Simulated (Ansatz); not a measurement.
Born–Oppenheimer molecular dynamics of ClH$_{5}$SiZn (8 atoms, charge 0, multiplicity 1). It starts at the highest image of a converged band. Of that band: Beside the main top the profile has a ripple of under 15 meV (maxima at images 1, 3), which may be a very shallow well or noise. Neighbouring images differ by up to 2.2 eV, so the band resolves the path poorly. A vibrational analysis at the climbing image gives one clearly imaginary mode, 739i cm⁻¹: a first-order saddle point.

All numbers below come from RKS BLYP-D4/def2-SVP in Ansatz.

* ensemble: NVE (velocity Verlet)
* time step: 0.5 fs
* steps asked: 200
* starting velocities drawn for: 100 K
* seed: 6449

Frames 0.5 fs apart, positions in Å, forces in eV/Å.

Velocities at 35.0 fs (Å/ps):

```
Zn -2.57 1.79 -1.99
H -11.45 -28.95 -5.38
Cl 1.54 -3.00 1.84
H 20.38 -6.70 -20.14
Si 3.84 1.28 3.19
H -5.39 1.35 -6.34
H 1.35 19.59 29.29
H 0.31 -31.47 -21.84
```

```xyz
8
Properties=species:S:1:pos:R:3:forces:R:3 time_fs=35.0 energy_less_start_eV=-0.277 T=458
Zn -1.461 -0.180 -1.290 -1.35 0.60 -0.97
H -0.069 -2.051 0.109 -0.48 -0.27 -0.25
Cl -1.125 -2.649 -0.453 0.57 -0.89 0.59
H 0.456 -0.532 -0.147 0.29 0.34 0.25
Si 0.414 0.951 0.203 1.17 0.49 0.69
H -0.486 1.214 1.408 0.27 -0.24 -0.41
H 1.912 1.216 0.562 -0.61 -0.05 0.08
H 0.108 1.919 -0.889 0.14 0.02 0.01
8
Properties=species:S:1:pos:R:3:forces:R:3 time_fs=35.5 energy_less_start_eV=-0.293 T=477
Zn -1.463 -0.179 -1.291 -1.35 0.60 -0.96
H -0.075 -2.066 0.106 -0.25 -0.15 -0.13
Cl -1.124 -2.650 -0.452 0.34 -1.02 0.47
H 0.467 -0.535 -0.157 0.28 0.46 0.29
Si 0.416 0.951 0.205 1.23 0.38 0.65
H -0.488 1.214 1.404 0.24 -0.24 -0.40
H 1.912 1.225 0.577 -0.64 -0.06 0.06
H 0.108 1.903 -0.900 0.15 0.04 0.02
8
Properties=species:S:1:pos:R:3:forces:R:3 time_fs=36.0 energy_less_start_eV=-0.306 T=494
Zn -1.464 -0.178 -1.292 -1.35 0.59 -0.96
H -0.082 -2.081 0.103 0.01 -0.01 0.02
Cl -1.123 -2.652 -0.451 0.08 -1.17 0.33
H 0.478 -0.537 -0.166 0.27 0.55 0.32
Si 0.419 0.952 0.207 1.29 0.28 0.60
H -0.490 1.214 1.399 0.21 -0.24 -0.38
H 1.910 1.235 0.592 -0.66 -0.06 0.04
H 0.109 1.887 -0.911 0.15 0.06 0.03
8
Properties=species:S:1:pos:R:3:forces:R:3 time_fs=36.5 energy_less_start_eV=-0.316 T=507
Zn -1.465 -0.177 -1.293 -1.35 0.58 -0.95
H -0.089 -2.097 0.100 0.30 0.14 0.17
Cl -1.122 -2.654 -0.450 -0.21 -1.32 0.18
H 0.490 -0.538 -0.174 0.25 0.62 0.35
Si 0.421 0.953 0.208 1.34 0.19 0.53
H -0.491 1.214 1.394 0.17 -0.23 -0.34
H 1.907 1.244 0.607 -0.65 -0.06 0.03
H 0.110 1.872 -0.922 0.16 0.08 0.04
8
Properties=species:S:1:pos:R:3:forces:R:3 time_fs=37.0 energy_less_start_eV=-0.324 T=517
Zn -1.467 -0.176 -1.294 -1.34 0.58 -0.95
H -0.095 -2.111 0.097 0.59 0.29 0.33
Cl -1.121 -2.655 -0.449 -0.50 -1.47 0.02
H 0.502 -0.537 -0.181 0.23 0.66 0.37
Si 0.423 0.954 0.210 1.38 0.12 0.45
H -0.492 1.212 1.387 0.12 -0.22 -0.29
H 1.902 1.254 0.622 -0.63 -0.05 0.02
H 0.111 1.857 -0.932 0.16 0.10 0.05
8
Properties=species:S:1:pos:R:3:forces:R:3 time_fs=37.5 energy_less_start_eV=-0.330 T=526
Zn -1.468 -0.175 -1.296 -1.34 0.57 -0.94
H -0.100 -2.126 0.095 0.86 0.42 0.48
Cl -1.121 -2.657 -0.448 -0.77 -1.60 -0.13
H 0.515 -0.534 -0.188 0.20 0.67 0.38
Si 0.425 0.954 0.212 1.42 0.07 0.35
H -0.493 1.210 1.380 0.05 -0.21 -0.23
H 1.896 1.263 0.637 -0.59 -0.04 0.01
H 0.113 1.842 -0.943 0.17 0.12 0.07
8
Properties=species:S:1:pos:R:3:forces:R:3 time_fs=38.0 energy_less_start_eV=-0.338 T=537
Zn -1.470 -0.174 -1.297 -1.33 0.56 -0.93
H -0.103 -2.139 0.094 1.07 0.52 0.59
Cl -1.120 -2.659 -0.447 -0.98 -1.69 -0.24
H 0.529 -0.530 -0.194 0.18 0.66 0.39
Si 0.428 0.955 0.214 1.44 0.04 0.25
H -0.493 1.208 1.373 -0.01 -0.19 -0.16
H 1.888 1.272 0.652 -0.54 -0.03 0.01
H 0.115 1.827 -0.953 0.17 0.13 0.09
8
Properties=species:S:1:pos:R:3:forces:R:3 time_fs=38.5 energy_less_start_eV=-0.350 T=552
Zn -1.472 -0.173 -1.298 -1.32 0.55 -0.92
H -0.103 -2.151 0.094 1.21 0.58 0.66
Cl -1.119 -2.661 -0.446 -1.11 -1.74 -0.31
H 0.542 -0.524 -0.199 0.16 0.63 0.40
Si 0.431 0.956 0.216 1.45 0.03 0.15
H -0.494 1.205 1.365 -0.09 -0.18 -0.09
H 1.879 1.281 0.667 -0.47 -0.01 0.01
H 0.118 1.812 -0.964 0.18 0.15 0.11
8
Properties=species:S:1:pos:R:3:forces:R:3 time_fs=39.0 energy_less_start_eV=-0.367 T=574
Zn -1.473 -0.172 -1.299 -1.31 0.54 -0.91
H -0.100 -2.161 0.096 1.23 0.59 0.67
Cl -1.119 -2.664 -0.445 -1.13 -1.73 -0.33
H 0.557 -0.517 -0.202 0.14 0.56 0.39
Si 0.433 0.957 0.217 1.45 0.03 0.04
H -0.494 1.202 1.357 -0.17 -0.16 -0.02
H 1.869 1.290 0.683 -0.39 0.01 0.02
H 0.121 1.798 -0.974 0.18 0.16 0.14
8
Properties=species:S:1:pos:R:3:forces:R:3 time_fs=39.5 energy_less_start_eV=-0.390 T=603
Zn -1.475 -0.171 -1.300 -1.29 0.52 -0.90
H -0.095 -2.170 0.100 1.15 0.54 0.63
Cl -1.118 -2.666 -0.444 -1.04 -1.66 -0.28
H 0.571 -0.508 -0.205 0.12 0.48 0.38
Si 0.436 0.957 0.219 1.43 0.06 -0.07
H -0.495 1.198 1.348 -0.24 -0.14 0.05
H 1.858 1.299 0.698 -0.30 0.03 0.03
H 0.124 1.785 -0.983 0.19 0.17 0.17
8
Properties=species:S:1:pos:R:3:forces:R:3 time_fs=40.0 energy_less_start_eV=-0.415 T=635
Zn -1.477 -0.170 -1.302 -1.28 0.51 -0.90
H -0.086 -2.178 0.105 0.96 0.45 0.52
Cl -1.118 -2.668 -0.443 -0.86 -1.55 -0.18
H 0.586 -0.499 -0.207 0.10 0.37 0.37
Si 0.439 0.958 0.221 1.39 0.10 -0.16
H -0.497 1.194 1.340 -0.32 -0.13 0.12
H 1.847 1.308 0.713 -0.20 0.06 0.04
H 0.128 1.771 -0.992 0.19 0.19 0.19
8
Properties=species:S:1:pos:R:3:forces:R:3 time_fs=40.5 energy_less_start_eV=-0.440 T=667
Zn -1.478 -0.169 -1.303 -1.26 0.50 -0.89
H -0.075 -2.185 0.112 0.70 0.32 0.38
Cl -1.117 -2.671 -0.442 -0.59 -1.41 -0.05
H 0.601 -0.488 -0.208 0.09 0.25 0.35
Si 0.443 0.959 0.223 1.34 0.16 -0.25
H -0.500 1.190 1.332 -0.38 -0.12 0.17
H 1.834 1.317 0.729 -0.09 0.09 0.06
H 0.133 1.758 -1.001 0.20 0.20 0.22
```

Of the whole run (100 fs, mean temperature of the second half 1499 K): The conserved energy stayed within 0.066 meV per atom of its start (net change -0.015 meV per atom), so the integration is sound. The system heated up, since it started high on the potential surface and ran downhill. A run of 0.1 ps of so small a system gives no equilibrium averages. The orbitals stay closed-shell, which can raise the energy where a bond breaks towards radicals; this wasn't checked here.

Run time: 5.3 min on 2 threads of Arm Neoverse V1, on a shared host, peak memory 0.13 GiB.
